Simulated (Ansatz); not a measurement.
H₈N₂Si₂, SMILES N[SiH2][SiH2]N.

Geometry optimised at PBE0-D3(BJ)/def2-SVP. One conformer was computed; it need not be the lowest.

Two levels are set side by side: PBE/def2-SVPD (Ansatz, a program for electronic structure) and PBE0/def2-SVPD (Ansatz). Energy differences of separate SCF runs at the same geometry; the states with an electron removed or added have multiplicity 2 and 2. Differences are taken from unrounded values.

```tsv
quantity	PBE0
vertical ionisation energy (eV)	9.02
vertical singlet–triplet gap (eV)	5.32
```

Question: What does PBE give, and how far is it from PBE0? (Estimate from the structure and the level; the computed values follow.)

Answer: 
```csv
quantity,PBE,PBE minus PBE0
vertical ionisation energy (eV),8.58,-0.44
vertical singlet–triplet gap (eV),4.77,-0.55
```
